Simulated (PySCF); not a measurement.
CH₅MgN.

```xyz
8

Mg     0.0061    -0.0471     0.0295
C     -0.2423     1.7014    -1.0903
H     -0.9217     2.4094    -0.5906
H     -0.6618     1.4910    -2.0862
H      0.7157     2.2228    -1.2426
N      0.2338    -1.6391     1.0510
H      1.1066    -2.1385     1.2094
H     -0.4947    -2.1543     1.5412
```
Charge 0, spin multiplicity 1.

Geometry: PBE-D3(BJ)/def2-TZVP. Other conformers were not sampled.

These are KT2/pcSseg-2 run with PySCF values and carry that method's errors. Non-relativistic, no solvent.

Computed absolute GIAO shielding of each atom: isotropic value and principal components (ppm):
| atom | σ(iso) | σ11 | σ22 | σ33 | span |
|---|---|---|---|---|---|
| Mg1 | 452.7 | 337.2 | 340.5 | 680.3 | 343.1 |
| C2 | 207.5 | 198.5 | 210.8 | 213.3 | 14.8 |
| H3 | 32.1 | 27.8 | 28.8 | 39.8 | 12.0 |
| H4 | 32.1 | 27.7 | 28.8 | 39.8 | 12.1 |
| H5 | 32.2 | 27.9 | 28.8 | 39.8 | 11.9 |
| N6 | 264.2 | 242.0 | 254.3 | 296.4 | 54.5 |
| H7 | 31.7 | 25.7 | 26.6 | 42.9 | 17.1 |
| H8 | 31.7 | 25.7 | 26.6 | 42.8 | 17.1 |
